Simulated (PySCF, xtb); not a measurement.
Si(H)(Cl)(Me)(NH2) (CH6ClNSi), SMILES C[SiH](N)Cl. Other conformers were not sampled.

Harmonic wavenumbers (cm⁻¹) from xtb with GFN2-xTB at its own minimum, in rising order: 102, 156, 171, 230, 239, 461, 485, 654, 658, 735, 798, 829, 847, 918, 1380, 1482, 1488, 1511, 2194, 3040, 3046, 3051, 3485, 3525.

**Question.** What does PBE-D3(BJ)/def2-SVP (PySCF) give at its own minimum? (An estimate is asked for; the answer gives what the named calculation found.)

**Answer.** 147, 183, 205, 248, 294, 464, 497, 618, 687, 740, 808, 847, 871, 899, 1220, 1378, 1382, 1499, 2193, 2980, 3080, 3091, 3478, 3571. Paired by order, the mean absolute difference is 38 cm⁻¹ and the zero-point energies are 45.0 and 44.9 kcal/mol.
